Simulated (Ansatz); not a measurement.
Gas-phase electronic energies from Ansatz, PBE0-D4/def2-TZVP geometries. CCSD(T)/CBS adds triple-zeta CCSD(T) − MP2 to the extrapolated MP2 energy (def2 sets, frozen cores). DFT in def2-TZVPP. For Zn outer-core shells are correlated without core-valence functions, which leaves a few kJ/mol of doubt a bond. Scalar relativity is left out up to krypton. One conformer a species, not always the lowest.

`CC[CH2][ZnH]` + `CCCCC` → `CCCC(C)CCC` + `[ZnH2]`  (formal exchange of groups at a C–Zn bond)

`CC[CH2][ZnH]`:

```xyz
12

C     0.642   -0.478    1.196
C    -0.070   -0.907   -0.075
C    -0.107    0.186   -1.141
Zn   -0.957    1.863   -0.593
H     0.128    0.363    1.677
H     0.698   -1.288    1.927
H     1.665   -0.152    0.982
H     0.429   -1.801   -0.472
H    -1.089   -1.225    0.174
H     0.917    0.425   -1.457
H    -0.618   -0.175   -2.041
H    -1.638    3.189   -0.178
```

`CCCCC`:

Z-matrix (Å, degrees):
```
C
C 1 1.519
H 1 1.094 2 111.1
H 1 1.092 2 111.7 3 -120.2
H 1 1.094 2 111.1 3 119.5
C 2 1.521 1 112.7 3 -60.0
H 2 1.095 1 109.3 3 62.5
H 2 1.097 1 109.6 3 178.4
C 6 1.523 2 114.5 1 -177.1
H 6 1.098 2 109.2 1 60.1
H 6 1.096 2 108.6 1 -55.0
C 9 1.521 6 114.1 2 -65.1
H 9 1.095 6 108.8 2 172.9
H 9 1.097 6 109.1 2 57.7
H 12 1.092 9 111.9 6 63.4
H 12 1.094 9 110.9 6 -56.8
H 12 1.092 9 111.2 6 -176.6
```

`CCCC(C)CCC`:

Z-matrix (Å, degrees):
```
C
C 1 1.519
H 1 1.094 2 111.1
H 1 1.094 2 111.1 3 -119.5
H 1 1.092 2 111.7 3 120.3
C 2 1.521 1 112.2 3 60.2
H 2 1.095 1 109.2 3 -177.9
H 2 1.095 1 109.3 3 -62.2
C 6 1.531 2 115.9 1 -177.9
H 6 1.097 2 108.8 1 -55.8
H 6 1.096 2 108.6 1 58.7
C 9 1.523 6 111.8 2 68.0
C 9 1.527 6 113.5 2 -57.6
H 9 1.099 6 106.4 2 -175.1
H 12 1.093 9 111.0 6 174.2
H 12 1.093 9 111.5 6 -66.3
H 12 1.093 9 111.4 6 54.1
C 13 1.520 9 115.1 6 -56.5
H 13 1.097 9 109.5 6 67.1
H 13 1.097 9 108.2 6 -178.4
C 18 1.519 13 112.6 9 -175.0
H 18 1.097 13 109.2 9 -52.9
H 18 1.095 13 109.9 9 63.0
H 21 1.094 18 111.1 13 60.0
H 21 1.092 18 111.7 13 -179.7
H 21 1.094 18 111.0 13 -59.5
```

`[ZnH2]`:

Z-matrix (Å, degrees):
```
Zn
H 1 1.544
H 1 1.544 2 180.0
```

| level | ΔE (eV) |
| --- | --- |
| B2PLYP | 0.19 |
| CCSD(T)/def2-TZVPP | 0.07 |

(1) What does CCSD(T)/CBS give? (Best estimate.)

Largest T1 diagnostic among the species: 0.016.

Answers

(1) The calculation gave: +0.11 eV. The listed levels differ from it by 0.08, -0.04 eV.

From PBE to PBE0 (25 % exact exchange), in def2-TZVPP and without D4, ΔE moves by −0.06 eV. The D4 term adds −0.13 eV with B3LYP and −0.08 eV with PBE0; it sums over pairs of atoms, weighted by their polarisabilities, and B3LYP, whose exchange is more repulsive, gets the larger term.

B3LYP here is the variant with VWN-RPA as its local correlation; programs differ in this.
